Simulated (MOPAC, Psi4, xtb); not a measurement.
Interaction energy of C4H4O ··· H3O+ (SMILES c1ccoc1 and [OH3+]) (charge +1). Monomers: optimised at B3LYP-D3(BJ) (def2-TZVP), held rigid. Orientation: a random orientation, not optimised. R is the distance of the centres of mass, along which the second monomer moves.

Geometry at R = 4.38 Å (first 9 atoms: monomer A):
```
13

C     -0.9309     0.4204    -0.0827
C      0.4038     0.9404    -0.0585
C      1.2238    -0.1305     0.0733
O      0.4959    -1.2796     0.1324
C     -0.8150    -0.9246     0.0362
H     -1.8475     0.9773    -0.1763
H      0.7048     1.9716    -0.1299
H      2.2911    -0.2441     0.1374
H     -1.5259    -1.7307     0.0680
O     -3.9614    -0.5073    -1.6845
H     -4.4613     0.3368    -1.7023
H     -3.4533    -0.6766    -2.5066
H     -3.4325    -0.6299    -0.8672
```

- SCS-MP2/aug-cc-pVDZ = DF-SCS-MP2/aug-cc-pVDZ, frozen core, counterpoise-corrected in Psi4
- GFN1-xTB (xtb)
- PM6, restricted, heats of formation (MOPAC)
- SAPT0/jun-cc-pVDZ, frozen core (Psi4)
- MP2/aug-cc-pVDZ = Psi4 with DF-MP2/aug-cc-pVDZ, frozen core, counterpoise-corrected

Interaction energies in kJ/mol (negative: bound); R is the distance of the centres of mass, d the H6···H13 distance.

```
R / Å  d / Å  SCS-MP2/aug-cc-pVDZ  GFN1-xTB    PM6  SAPT0/jun-cc-pVDZ  MP2/aug-cc-pVDZ
-----  -----  -------------------  --------  -----  -----------------  ---------------
3.78    1.94                -9.33    -15.20  -8.65              -2.38           -12.89
3.95    2.05               -13.73    -15.68  -9.34              -6.63           -16.49
4.15    2.19               -14.64    -13.66  -7.62              -7.96           -16.71
4.38    2.36               -13.07    -10.08  -4.94              -7.18           -14.57
4.59    2.53               -10.80     -6.77  -2.84              -5.68           -11.93
4.77    2.67                -8.80     -4.30  -1.47              -4.28            -9.70
5.09    2.94                -5.70     -1.09   0.11              -2.09            -6.30
5.35    3.17                -3.77      0.49   0.82              -0.74            -4.21
5.90    3.66                -1.15      1.64   1.44               0.95            -1.40
6.55    4.26                 0.29      1.11   1.56               1.73             0.15
7.58    5.24                 0.99         —   1.40               1.89             0.92
8.88    6.49                 1.05         —   1.10               1.62             1.01
```

Lowest grid point: SCS-MP2/aug-cc-pVDZ -14.64 kJ/mol at R = 4.15 Å; GFN1-xTB -15.68 kJ/mol at R = 3.95 Å; PM6 -9.34 kJ/mol at R = 3.95 Å; SAPT0/jun-cc-pVDZ -7.96 kJ/mol at R = 4.15 Å; MP2/aug-cc-pVDZ -16.71 kJ/mol at R = 4.15 Å.

A dash means that the run gave no value there, or that the column was ended at a point which the program doubted or which failed a test of continuity chosen for this set; such a test can also cut sound points.
